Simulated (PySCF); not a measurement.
C2H8AlAs, SMILES [CH3][Al]([CH3])[AsH2]. The structure is a stationary point at PBE-D3(BJ)/def2-SVP. The structure was generated by enumeration; whether it is a known compound was not checked.

Computed equilibrium geometry at PBE-D3(BJ)/def2-SVP (PySCF confirms it by a frequency run) as Cartesian coordinates in Å:
```xyz
12

Al    -0.9549     0.1274     0.3389
As     1.3537    -0.1466    -0.4706
H      0.8329    -0.6592    -1.8275
H      1.4119    -1.5689     0.1201
C     -1.4248    -0.4885     2.1511
H     -1.8885    -1.4988     2.0931
H     -2.1712     0.1747     2.6374
H     -0.5468    -0.5792     2.8229
C     -2.2774     1.0690    -0.7778
H     -3.2669     0.5645    -0.7437
H     -1.9776     1.1703    -1.8402
H     -2.4389     2.0959    -0.3798
```
